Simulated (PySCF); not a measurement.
# Which basis set comes closest?

Molecule: `C(F)(F)[SiH3]`, CH4F2Si.

Molfile (atoms numbered from 1):
```
CH4F2Si
     RDKit          3D

  8  7  0  0  0  0  0  0  0  0999 V2000
   -1.3854    0.9839   -0.8590 F   0  0  0  0  0  0  0  0  0  0  0  0
   -0.9661    0.0226    0.0054 C   0  0  0  0  0  0  0  0  0  0  0  0
   -1.4222   -1.1768   -0.4420 F   0  0  0  0  0  0  0  0  0  0  0  0
    0.9550   -0.0026    0.0557 Si  0  0  0  0  0  4  0  0  0  0  0  0
   -1.4445    0.2199    0.9836 H   0  0  0  0  0  0  0  0  0  0  0  0
    1.3923   -1.0868    0.9816 H   0  0  0  0  0  0  0  0  0  0  0  0
    1.4386    1.3186    0.5502 H   0  0  0  0  0  0  0  0  0  0  0  0
    1.4504   -0.2600   -1.3247 H   0  0  0  0  0  0  0  0  0  0  0  0
  1  2  1  0
  2  3  1  0
  2  4  1  0
  2  5  1  0
  4  6  1  0
  4  7  1  0
  4  8  1  0
M  END
```

Geometry PBE0-D3(BJ)/def2-SVP throughout; GIAO in PySCF, gas phase, one conformer, non-relativistic; equivalent atoms averaged; functional PBE0.

Reference values (measured; G. Saielli, R. Bini, A. Bagno, Computational 19F NMR. 2. Organic compounds, RSC Adv. 2014, ESI (exp. from Berger-Braun-Kalinowski 1994 and Everett 1995)): δ(F1/F3) = -128.9 ppm vs CFCl3. Computed shifts are taken against CFCl3, calculated as an isolated molecule at each level.

**Question.** How do the basis sets STO-3G, 6-31G, pcSseg-0, 6-31G*, def2-SVP, cc-pVDZ, pcSseg-1, aug-cc-pVDZ, 6-311+G(2d,p), def2-TZVP, cc-pVTZ, IGLO-III, pcSseg-2 perform against the reference? Times are CPU seconds on shared hosts with different chips, so compare them loosely.

**Answer.** 
| basis set | functions | F1/F3 | abs. error F | core-s |
| --- | --- | --- | --- | --- |
| STO-3G | 28 | -118.7 | 10.2 | 1.3 |
| 6-31G | 48 | -143.9 | 15.0 | 2.7 |
| pcSseg-0 | 48 | -154.8 | 25.9 | 2.4 |
| 6-31G* | 68 | -136.0 | 7.1 | 3.1 |
| def2-SVP | 80 | -127.4 | 1.5 | 4.1 |
| cc-pVDZ | 80 | -133.6 | 4.7 | 4.1 |
| pcSseg-1 | 95 | -142.7 | 13.8 | 7.4 |
| aug-cc-pVDZ | 132 | -136.2 | 7.3 | 7.3 |
| 6-311+G(2d,p) | 140 | -146.5 | 17.6 | 7.1 |
| def2-TZVP | 154 | -142.9 | 14.0 | 8 |
| cc-pVTZ | 180 | -140.4 | 11.5 | 11 |
| IGLO-III | 189 | -145.4 | 16.5 | 11 |
| pcSseg-2 | 207 | -144.4 | 15.5 | 9.5 |

For $^{19}$F the closest is def2-SVP (1.5 ppm) and the furthest pcSseg-0 (25.9 ppm). Where a smaller basis beats a larger one, errors probably cancel; the largest sets show where the functional converges. One molecule is a small sample, and vibrational and solvent effects are absent from the calculation.

A small basis that lands close on one nucleus may do so by chance; judge by the trend and by all nuclei.
